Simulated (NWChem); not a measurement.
## Total energies of H₂O₂Zn

SMILES: [OH][Zn][OH]
```xyz
5

Zn     0.0000     0.0000     0.0066
O      0.2139     1.7522    -0.0711
H     -0.4050     2.2528     0.4695
O     -0.2139    -1.7522    -0.0711
H      0.4050    -2.2528     0.4695
```
Charge 0, spin multiplicity 1.

Everything below was run with NWChem. All single points use one geometry, from PBE0/def2-SVP, a minimum by its harmonic frequencies. It is one conformer; others weren't searched.

Basis set: def2-TZVP (122 functions).

```
method  total energy (Ha)  relative cost
------  -----------------  -------------
RHF           -1928.78642              1
MP2           -1929.70168              4
B2PLYP        -1930.75096              4
PBE           -1930.72595        under 3
B3LYP         -1931.20126        under 3
PBE0          -1930.73698        under 3
```

Total energies of different functionals aren't comparable as a measure of quality: only differences taken within one method are. Costs are rough ratios of processor time within this set of runs, SCF included, with RHF as 1.

The correlated methods keep 11 core orbitals frozen. B3LYP has NWChem's definition, with VWN1-RPA local correlation. The structure started from a generated list of species.
